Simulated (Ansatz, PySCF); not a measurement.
H₂Cl₂GeS₂ (SMILES [SH][Ge]([SH])([Cl])[Cl]), singlet, geometry from GFN2-xTB, atoms displaced at random by about 0.08 Å a coordinate. Base run: PBE/STO-3G, gradient (PySCF).

Here is a job for PySCF.
```python
from pyscf import gto, scf, dft

mol = gto.M(
    atom='''
S     0.24202399    1.66247098   -1.29401617
Ge   -0.05805265    0.05008548    0.05468558
S     1.89115224   -0.73554573    0.75460589
Cl   -1.00082755   -1.72599401   -1.10470996
Cl   -1.43792594    0.46608745    1.66786689
H     0.88588670    2.45373641   -0.61762333
H     2.63863596   -0.78687643   -0.52941434
''',
    basis='sto-3g',
    verbose=4,
)

mf = dft.RKS(mol)
mf.xc = 'pbe'
mf.kernel()
g = mf.nuc_grad_method()
grad = g.kernel()
```

Programs used: Ansatz (an electronic-structure program), PySCF; a row that names a program was run with it.

The coordinate followed is y of atom 6.

Variants of this job, named by their change:

```json
[
 {"change": "base", "dE/dx (Eh/bohr)": "-0.070311", "net force (Eh/bohr)": "0.000183"},
 {"change": "grids.level = 5; grid_response = on", "dE/dx (Eh/bohr)": "-0.070312", "net force (Eh/bohr)": "0.000000"},
 {"change": "grids.level = 5; grid_response = off", "dE/dx (Eh/bohr)": "-0.070312", "net force (Eh/bohr)": "0.000031"},
 {"change": "finite difference step (bohr) = 1e-4; conv_tol = 1e-11", "dE/dx (Eh/bohr)": "-0.070314", "net force (Eh/bohr)": "-"},
 {"change": "grids.level = 0; grid_response = off", "dE/dx (Eh/bohr)": "-0.070982", "net force (Eh/bohr)": "0.010691"},
 {"change": "conv_tol = 1e-4", "dE/dx (Eh/bohr)": "-0.070347", "net force (Eh/bohr)": "0.000183"},
 {"change": "conv_tol = 1e-11", "dE/dx (Eh/bohr)": "-0.070311", "net force (Eh/bohr)": "0.000183"},
 {"change": "code = ansatz", "dE/dx (Eh/bohr)": "-0.070312", "net force (Eh/bohr)": "0.000000"},
 {"change": "finite difference step (bohr) = 0.05; conv_tol = 1e-11", "dE/dx (Eh/bohr)": "-0.070355", "net force (Eh/bohr)": "-"},
 {"change": "finite difference step (bohr) = 1e-3; conv_tol = 1e-11", "dE/dx (Eh/bohr)": "-0.070314", "net force (Eh/bohr)": "-"},
 {"change": "finite difference step (bohr) = 1e-5; conv_tol = 1e-11", "dE/dx (Eh/bohr)": "-0.070314", "net force (Eh/bohr)": "-"},
 {"change": "grids.level = 1; grid_response = off", "dE/dx (Eh/bohr)": "-0.070312", "net force (Eh/bohr)": "0.001324"}
]
```

The net force is zero for an exact gradient.
